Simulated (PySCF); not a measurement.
C$_{4}$H$_{12}$MgSi (SMILES C[C](C)(C)[Mg][SiH3]), singlet, geometry from GFN2-xTB (such geometries of metal compounds can be far from the true shape), with bond 10-4 at 1.8 times its length; CASSCF(6,4)/STO-3G in PySCF.

PySCF was given this input:
```python
from pyscf import gto, scf, mcscf
import numpy

mol = gto.Mole()
mol.atom = '''
    Mg   -0.79789697   -0.46937613    0.62495882
    C     0.72069683   -0.78372278   -0.82951896
    C     1.53994584   -2.07487977   -0.86420379
    C     0.14866995   -0.52354430   -2.22528363
    C     1.65668717    0.37619751   -0.48289342
    H     2.35872934   -2.00455478   -1.59332029
    H     0.91682575   -2.92549359   -1.14428691
    H     1.98128724   -2.28044459    0.11460986
    H    -0.48510777   -1.35339485   -2.54740675
    H    -0.93652168    1.12849676   -2.23117897
    H     0.94475451   -0.40224976   -2.97115086
    H     1.10232300    1.32405200   -0.45588503
    H     2.11687975    0.22255130    0.50077273
    H     2.46375312    0.48308463   -1.21710580
    Si   -1.49994632    1.67350248    1.75327368
    H    -2.65323133    1.84285352    2.66593443
    H    -1.74744819    2.70317247    0.70666608
    H    -0.36653801    2.23534239    2.53579293
'''
mol.basis = 'sto-3g'
mol.verbose = 4
mol.build()

mf = scf.RHF(mol)
mf.kernel()
mc = mcscf.CASSCF(mf, 4, 6)
mc.fix_spin_(ss=0.0)
mc.kernel()
occ = numpy.linalg.eigvalsh(mc.fcisolver.make_rdm1(mc.ci, mc.ncas, mc.nelecas))[::-1]
ss = mc.fcisolver.spin_square(mc.ci, mc.ncas, mc.nelecas)[0]
print('natural occupations', occ.round(4), ' <S^2>', round(ss, 4))
```

It wrote (shortened):

```
PySCF version 2.14.0

[INPUT] verbose = 4
[INPUT] num. atoms = 18
[INPUT] num. electrons = 62
[INPUT] charge = 0
[INPUT] spin (= nelec alpha-beta = 2S) = 0
[INPUT] symmetry False subgroup None
[INPUT] Mole.unit = angstrom
[INPUT] Symbol           X                Y                Z      unit          X                Y                Z       unit  Magmom
[...]
nuclear repulsion = 315.446594332459
number of shells = 34
number of NR pGTOs = 150
number of NR cGTOs = 50
basis = sto-3g
ecp = {}

******** <class 'pyscf.scf.hf.RHF'> ********
method = RHF
initial guess = minao
damping factor = 0
level_shift factor = 0
DIIS = <class 'pyscf.scf.diis.CDIIS'>
diis_start_cycle = 1
diis_space = 8
diis_damp = 0
SCF conv_tol = 1e-09
SCF conv_tol_grad = None
SCF max_cycles = 50
direct_scf = True
direct_scf_tol = 1e-13
Set gradient conv threshold to 3.16228e-05
Initial guess from minao.
init E= -639.020188647036
[...]
cycle= 1 E= -639.057117712318  delta_E= -0.0369  |g|= 0.301  |ddm|= 4.68
[...]
cycle= 2 E= -639.101103962657  delta_E= -0.044  |g|= 0.087  |ddm|= 0.614
[...]
cycle= 3 E= -639.105040992113  delta_E= -0.00394  |g|= 0.0338  |ddm|=  0.2
[...]
cycle= 4 E= -639.105551416867  delta_E= -0.00051  |g|= 0.00553  |ddm|= 0.0662
[...]
cycle= 5 E= -639.105570322779  delta_E= -1.89e-05  |g|= 0.00226  |ddm|= 0.0129
[...]
cycle= 6 E= -639.105573757988  delta_E= -3.44e-06  |g|= 0.000588  |ddm|= 0.00588
[...]
cycle= 7 E= -639.105574063347  delta_E= -3.05e-07  |g|= 0.000123  |ddm|= 0.00192
[...]
cycle= 8 E= -639.10557407923  delta_E= -1.59e-08  |g|= 2.94e-05  |ddm|= 0.000465
[...]
cycle= 9 E= -639.105574080104  delta_E= -8.74e-10  |g|= 4.47e-06  |ddm|= 0.000115
[...]
Extra cycle  E= -639.10557408012  delta_E= -1.58e-11  |g|= 1.85e-06  |ddm|= 1.06e-05
converged SCF energy = -639.10557408012

******** <class 'pyscf.mcscf.mc1step.CASSCF'> ********
CAS (3e+3e, 4o), ncore = 28, nvir = 18
max_cycle_macro = 50
max_cycle_micro = 4
conv_tol = 1e-07
conv_tol_grad = None
orbital rotation max_stepsize = 0.02
orbital rotation threshold for CI restart = 0.01
augmented hessian ah_max_cycle = 30
augmented hessian ah_conv_tol = 1e-12
augmented hessian ah_linear dependence = 1e-14
augmented hessian ah_level shift = 1e-08
augmented hessian ah_start_tol = 2.5
augmented hessian ah_start_cycle = 3
augmented hessian ah_grad_trust_region = 3
kf_trust_region = 3
kf_interval = 4
ci_response_space = 4
ci_grad_trust_region = 3
with_dep4 0
natorb = False
canonicalization = True
sorting_mo_energy = False
ao2mo_level = 2
internal_rotation = False
******** <class 'pyscf.fci.addons.SpinPenaltyFCISolver'> ********
max. cycles = 50
conv_tol = 1e-08
davidson only = True
linear dependence = 1e-12
level shift = 0.001
max iter space = 12
nroots = 1
pspace_size = 400
spin = None
CASCI E = -639.168917482421  S^2 = 0.0000000
Set conv_tol_grad to 0.000316228
macro iter   1 ( 21 JK    4 micro), CASSCF E = -639.190971180888  dE = -2.20536985e-02  S^2 = 0.0000000
               |grad[o]|=0.0643  |grad[c]|=0.0387  |ddm|=0.0624  |maxRot[o]|=0.192
macro iter   2 ( 20 JK    4 micro), CASSCF E = -639.191963853524  dE = -9.92672636e-04  S^2 = 0.0000000
               |grad[o]|=0.0191  |grad[c]|=0.0306  |ddm|=0.00547  |maxRot[o]|=0.257
macro iter   3 ( 17 JK    4 micro), CASSCF E = -639.192100677483  dE = -1.36823959e-04  S^2 = 0.0000000
               |grad[o]|=0.00908  |grad[c]|=0.0063  |ddm|=0.00177  |maxRot[o]|=0.0623
macro iter   4 (  7 JK    2 micro), CASSCF E = -639.192103786516  dE = -3.10903329e-06  S^2 = 0.0000000
               |grad[o]|=0.0013  |grad[c]|=0.00683  |ddm|=0.000505  |maxRot[o]|=0.0698
macro iter   5 (  7 JK    2 micro), CASSCF E = -639.192108661825  dE = -4.87530849e-06  S^2 = 0.0000000
               |grad[o]|=0.00113  |grad[c]|=0.00528  |ddm|=0.000274  |maxRot[o]|=0.0698
macro iter   6 (  7 JK    2 micro), CASSCF E = -639.192117365434  dE = -8.70360918e-06  S^2 = 0.0000000
               |grad[o]|=0.000943  |grad[c]|=0.00422  |ddm|=0.00061  |maxRot[o]|=0.0698
macro iter   7 (  7 JK    2 micro), CASSCF E = -639.192130875860  dE = -1.35104262e-05  S^2 = 0.0000000
               |grad[o]|=0.000843  |grad[c]|=0.00323  |ddm|=0.00104  |maxRot[o]|=0.0643
macro iter   8 (  7 JK    2 micro), CASSCF E = -639.192148714586  dE = -1.78387256e-05  S^2 = 0.0000000
               |grad[o]|=0.000787  |grad[c]|=0.00276  |ddm|=0.00124  |maxRot[o]|=0.0699
macro iter   9 (  7 JK    2 micro), CASSCF E = -639.192170573987  dE = -2.18594016e-05  S^2 = 0.0000000
               |grad[o]|=0.000722  |grad[c]|=0.00266  |ddm|=0.000992  |maxRot[o]|=0.0699
macro iter  10 (  7 JK    2 micro), CASSCF E = -639.192195061421  dE = -2.44874340e-05  S^2 = 0.0000000
               |grad[o]|=0.000737  |grad[c]|=0.00311  |ddm|=0.000669  |maxRot[o]|=0.0699
macro iter  11 (  7 JK    2 micro), CASSCF E = -639.192222360827  dE = -2.72994060e-05  S^2 = 0.0000000
               |grad[o]|=0.000698  |grad[c]|=0.00344  |ddm|=0.000533  |maxRot[o]|=0.0699
macro iter  12 (  7 JK    2 micro), CASSCF E = -639.192251267291  dE = -2.89064642e-05  S^2 = 0.0000000
               |grad[o]|=0.000707  |grad[c]|=0.00392  |ddm|=0.000449  |maxRot[o]|=0.0699
macro iter  13 (  7 JK    2 micro), CASSCF E = -639.192281028221  dE = -2.97609294e-05  S^2 = 0.0000000
               |grad[o]|=0.000678  |grad[c]|=0.00418  |ddm|=0.000424  |maxRot[o]|=0.0699
macro iter  14 (  7 JK    2 micro), CASSCF E = -639.192310201690  dE = -2.91734693e-05  S^2 = 0.0000000
               |grad[o]|=0.000663  |grad[c]|=0.00448  |ddm|=0.000429  |maxRot[o]|=0.0699
macro iter  15 (  7 JK    2 micro), CASSCF E = -639.192337317554  dE = -2.71158639e-05  S^2 = 0.0000000
               |grad[o]|=0.000622  |grad[c]|=0.00438  |ddm|=0.000458  |maxRot[o]|=0.0699
macro iter  16 (  7 JK    2 micro), CASSCF E = -639.192360844279  dE = -2.35267248e-05  S^2 = 0.0000000
               |grad[o]|=0.000566  |grad[c]|=0.00429  |ddm|=0.000475  |maxRot[o]|=0.0699
[...]
macro iter  22 ( 15 JK    4 micro), CASSCF E = -639.192393730455  dE =  2.71953922e-06  S^2 = 0.0000000
               |grad[o]|=0.000753  |grad[c]|=0.0014  |ddm|=9.43e-05  |maxRot[o]|=0.0251
macro iter  23 ( 25 JK    4 micro), CASSCF E = -639.192395703853  dE = -1.97339841e-06  S^2 = 0.0000000
               |grad[o]|=0.00039  |grad[c]|=0.000161  |ddm|=3.16e-05  |maxRot[o]|=0.014
macro iter  24 (  7 JK    2 micro), CASSCF E = -639.192396868716  dE = -1.16486262e-06  S^2 = 0.0000000
               |grad[o]|=0.000208  |grad[c]|=0.000382  |ddm|=6.13e-05  |maxRot[o]|=0.021
macro iter  25 (  7 JK    2 micro), CASSCF E = -639.192399390880  dE = -2.52216444e-06  S^2 = 0.0000000
               |grad[o]|=0.000189  |grad[c]|=0.00117  |ddm|=0.000208  |maxRot[o]|=0.0383
macro iter  26 (  7 JK    2 micro), CASSCF E = -639.192403387498  dE = -3.99661701e-06  S^2 = 0.0000000
               |grad[o]|=0.000174  |grad[c]|=0.00169  |ddm|=0.000365  |maxRot[o]|=0.0517
macro iter  27 (  7 JK    2 micro), CASSCF E = -639.192408770609  dE = -5.38311190e-06  S^2 = 0.0000000
               |grad[o]|=0.000179  |grad[c]|=0.000542  |ddm|=0.00043  |maxRot[o]|= 0.06
macro iter  28 (  7 JK    2 micro), CASSCF E = -639.192414852344  dE = -6.08173411e-06  S^2 = 0.0000000
               |grad[o]|=0.000156  |grad[c]|=0.00258  |ddm|=0.000388  |maxRot[o]|=0.0647
macro iter  29 (  7 JK    2 micro), CASSCF E = -639.192420715073  dE = -5.86272972e-06  S^2 = 0.0000000
               |grad[o]|=0.000184  |grad[c]|=0.0064  |ddm|=0.00024  |maxRot[o]|=0.0671
macro iter  30 (  6 JK    1 micro), CASSCF E = -639.192425694042  dE = -4.97896860e-06  S^2 = 0.0000000
               |grad[o]|=0.000134  |grad[c]|=0.0117  |ddm|=0.000129  |maxRot[o]|=0.078
macro iter  31 (  6 JK    2 micro), CASSCF E = -639.192427338192  dE = -1.64415042e-06  S^2 = 0.0000000
               |grad[o]|=0.000264  |grad[c]|=0.00463  |ddm|=5.14e-05  |maxRot[o]|=0.0494
macro iter  32 (  4 JK    1 micro), CASSCF E = -639.192427514895  dE = -1.76702656e-07  S^2 = 0.0000000
               |grad[o]|=8.72e-05  |grad[c]|=0.000551  |ddm|=1.86e-05  |maxRot[o]|=0.0179
macro iter  33 (  4 JK    1 micro), CASSCF E = -639.192428413457  dE = -8.98561780e-07  S^2 = 0.0000000
               |grad[o]|=0.000181  |grad[c]|=0.00116  |ddm|=5.67e-05  |maxRot[o]|=0.0173
macro iter  34 (  9 JK    3 micro), CASSCF E = -639.192421998670  dE =  6.41478653e-06  S^2 = 0.0000000
               |grad[o]|=0.00121  |grad[c]|=0.0109  |ddm|=0.000132  |maxRot[o]|=0.0533
macro iter  35 ( 21 JK    4 micro), CASSCF E = -639.192422688692  dE = -6.90022034e-07  S^2 = 0.0000000
               |grad[o]|=0.00107  |grad[c]|=0.00154  |ddm|=6.94e-05  |maxRot[o]|=0.00616
macro iter  36 (  7 JK    2 micro), CASSCF E = -639.192427018320  dE = -4.32962736e-06  S^2 = 0.0000000
               |grad[o]|=0.000617  |grad[c]|=0.00335  |ddm|=0.000259  |maxRot[o]|=0.0383
macro iter  37 (  7 JK    2 micro), CASSCF E = -639.192430625801  dE = -3.60748163e-06  S^2 = 0.0000000
               |grad[o]|=0.000332  |grad[c]|=0.00703  |ddm|=0.00015  |maxRot[o]|=0.0517
macro iter  38 (  6 JK    1 micro), CASSCF E = -639.192432192998  dE = -1.56719648e-06  S^2 = 0.0000000
               |grad[o]|=0.000225  |grad[c]|=0.00621  |ddm|=6.3e-05  |maxRot[o]|=0.0476
macro iter  39 (  6 JK    2 micro), CASSCF E = -639.192434314103  dE = -2.12110558e-06  S^2 = 0.0000000
               |grad[o]|=0.000396  |grad[c]|=0.00197  |ddm|=6.7e-05  |maxRot[o]|=0.0275
macro iter  40 (  6 JK    1 micro), CASSCF E = -639.192434538503  dE = -2.24399969e-07  S^2 = 0.0000000
               |grad[o]|=0.000161  |grad[c]|=5.03e-05  |ddm|=4.72e-05  |maxRot[o]|=0.00395
macro iter  41 ( 21 JK    4 micro), CASSCF E = -639.192415568103  dE =  1.89704004e-05  S^2 = 0.0000000
               |grad[o]|=0.000467  |grad[c]|=0.00423  |ddm|=0.000974  |maxRot[o]|=0.0728
macro iter  42 ( 21 JK    4 micro), CASSCF E = -639.192419992155  dE = -4.42405235e-06  S^2 = 0.0000000
               |grad[o]|=0.00247  |grad[c]|=0.00536  |ddm|=0.000216  |maxRot[o]|=0.0862
macro iter  43 ( 15 JK    4 micro), CASSCF E = -639.192410677337  dE =  9.31481861e-06  S^2 = 0.0000000
               |grad[o]|=0.00144  |grad[c]|=0.0049  |ddm|=0.000215  |maxRot[o]|=0.0583
macro iter  44 ( 21 JK    4 micro), CASSCF E = -639.192416899872  dE = -6.22253515e-06  S^2 = 0.0000000
               |grad[o]|=0.000554  |grad[c]|=0.000417  |ddm|=3.28e-05  |maxRot[o]|=0.0331
macro iter  45 ( 12 JK    3 micro), CASSCF E = -639.192428126704  dE = -1.12268324e-05  S^2 = 0.0000000
               |grad[o]|=0.000373  |grad[c]|=0.00234  |ddm|=6.91e-05  |maxRot[o]|=0.0559
macro iter  46 ( 15 JK    4 micro), CASSCF E = -639.192411732050  dE =  1.63946545e-05  S^2 = 0.0000000
               |grad[o]|=0.000647  |grad[c]|=0.00623  |ddm|=0.000241  |maxRot[o]|=0.0655
macro iter  47 ( 21 JK    4 micro), CASSCF E = -639.192412404019  dE = -6.71969360e-07  S^2 = 0.0000000
               |grad[o]|=0.000559  |grad[c]|=0.000352  |ddm|=3.95e-05  |maxRot[o]|=0.00456
macro iter  48 (  7 JK    2 micro), CASSCF E = -639.192418908088  dE = -6.50406866e-06  S^2 = 0.0000000
               |grad[o]|=0.000432  |grad[c]|=0.00124  |ddm|=0.000153  |maxRot[o]|=0.0293
macro iter  49 (  7 JK    2 micro), CASSCF E = -639.192426687269  dE = -7.77918137e-06  S^2 = 0.0000000
               |grad[o]|=0.000414  |grad[c]|=0.00189  |ddm|=0.000352  |maxRot[o]|=0.0462
macro iter  50 (  5 JK    1 micro), CASSCF E = -639.192428628116  dE = -1.94084714e-06  S^2 = 0.0000000
               |grad[o]|=0.0002  |grad[c]|=0.000955  |ddm|=0.000157  |maxRot[o]|=0.0325
1-step CASSCF not converged,  50 macro (491 JK 119 micro) steps
CASSCF canonicalization
Density matrix diagonal elements [1.91315629 1.82288221 1.98025599 0.2837055 ]
CASSCF energy = -639.192428628116
CASCI E = -639.192428628116  E(CI) = -8.79354366033783  S^2 = 0.0000000
natural occupations [1.9999 1.9997 1.7184 0.282 ]  <S^2> 0.0
```

Convergence was not reached.
